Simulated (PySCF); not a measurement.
## Stretching CuH

Set-up: Cu def2-TZVPP, H def2-TZVPP; no relativity (PySCF 2.14). Energies in eV from Cu (3d10 4s1) + H in their ground configurations at the same level. State: ¹Σ⁺ (singlet), closed shell.

```json
{"R (Å)": "1.274", "r²SCAN0": "-2.253", "LC-ωPBE": "-2.240"}
{"R (Å)": "1.334", "r²SCAN0": "-2.450", "LC-ωPBE": "-2.452"}
{"R (Å)": "1.393", "r²SCAN0": "-2.561", "LC-ωPBE": "-2.572"}
{"R (Å)": "1.438", "r²SCAN0": "-2.598", "LC-ωPBE": "-2.615"}
{"R (Å)": "1.482", "r²SCAN0": "-2.605", "LC-ωPBE": "-2.625"}
{"R (Å)": "1.526", "r²SCAN0": "-2.587", "LC-ωPBE": "-2.609"}
{"R (Å)": "1.586", "r²SCAN0": "-2.532", "LC-ωPBE": "-2.554"}
{"R (Å)": "1.660", "r²SCAN0": "-2.426", "LC-ωPBE": "-2.444"}
{"R (Å)": "1.749", "r²SCAN0": "-2.260", "LC-ωPBE": "-2.270"}
{"R (Å)": "1.867", "r²SCAN0": "-2.000", "LC-ωPBE": "-1.994"}
```

Problem. Put a parabola through the three lowest points of the r²SCAN0 curve and estimate Re, k and ωe (reduced mass 0.9919 u; 1 eV/Å² = 0.16022 mdyn/Å; ωe = 1302.8·√(k/μ) cm⁻¹).

Solution. Through R = 1.438, 1.482, 1.526 Å the second-order coefficient is 6.46 eV/Å², so Re ≈ 1.472 Å, k ≈ 2.07 mdyn/Å and ωe ≈ 1882 cm⁻¹. A polynomial fit of higher order to the unrounded r²SCAN0 energies gives Re = 1.471 Å, k = 2.13 mdyn/Å, ωe = 1909 cm⁻¹; anharmonicity and rounding make the difference.

The higher-order fit for each curve: r²SCAN0: Re = 1.471 Å, ωe = 1909 cm⁻¹, De = 2.61 eV; LC-ωPBE: Re = 1.476 Å, ωe = 1950 cm⁻¹, De = 2.63 eV.
